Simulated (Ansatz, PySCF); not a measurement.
Reaction (SMILES): O=CC=O -> 2 [CH]=O (the C-C bond at the site shown breaks; other sites are not compared here)
Structures are relaxed separately at B3LYP-D3(BJ)/def2-TZVP in Ansatz (an electronic-structure program), one conformer each, not searched for the lowest. Unstable Hartree-Fock reference: O=CC=O.
Geometry of the first species:
SMILES: C(C=O)=O
```xyz
6

C      0.0079     0.7617    -0.0144
C     -0.0079    -0.7617     0.0144
O      1.0376     1.3794    -0.0260
H     -0.9919     1.2360    -0.0234
O     -1.0376    -1.3794     0.0260
H      0.9919    -1.2360     0.0234
```
Charge 0, spin multiplicity 1.

Property: bond dissociation energy (electronic energy difference), in kcal/mol. Correlated levels leave the core frozen unless marked. UHF or UKS for open shells. Spin-orbit coupling is left out. No relativistic terms. CBS marks a two-point X^-3 extrapolation of the correlation energy; Hartree-Fock from the larger set.

```json
[
 {"level": "HF/aug-cc-pVTZ", "program": "Ansatz", "bond dissociation energy (kcal/mol)": "56.8", "minus last row": "-19.8"},
 {"level": "HF/cc-pVTZ", "program": "Ansatz", "bond dissociation energy (kcal/mol)": "57.1", "minus last row": "-19.5"},
 {"level": "HF/def2-TZVPD", "program": "PySCF", "bond dissociation energy (kcal/mol)": "56.6", "minus last row": "-20.0"},
 {"level": "PBE0-D3(BJ)/def2-TZVPD", "program": "Ansatz + dftd3", "bond dissociation energy (kcal/mol)": "75.1", "minus last row": "-1.5"},
 {"level": "BHLYP/def2-TZVPD", "program": "Ansatz", "bond dissociation energy (kcal/mol)": "71.2", "minus last row": "-5.4"},
 {"level": "HSE06/def2-TZVPD", "program": "Ansatz", "bond dissociation energy (kcal/mol)": "74.3", "minus last row": "-2.3"},
 {"level": "MP2/cc-pVTZ", "program": "Ansatz", "bond dissociation energy (kcal/mol)": "77.0", "minus last row": "0.4"},
 {"level": "CCSD/cc-pVTZ", "program": "Ansatz", "bond dissociation energy (kcal/mol)": "74.2", "minus last row": "-2.4"},
 {"level": "CCSD(T)/cc-pVDZ", "program": "Ansatz", "bond dissociation energy (kcal/mol)": "71.9", "minus last row": "-4.7"},
 {"level": "CCSD(T)/CBS(cc-pVTZ,cc-pVQZ)", "program": "Ansatz", "bond dissociation energy (kcal/mol)": "76.6", "minus last row": "0.0"}
]
```
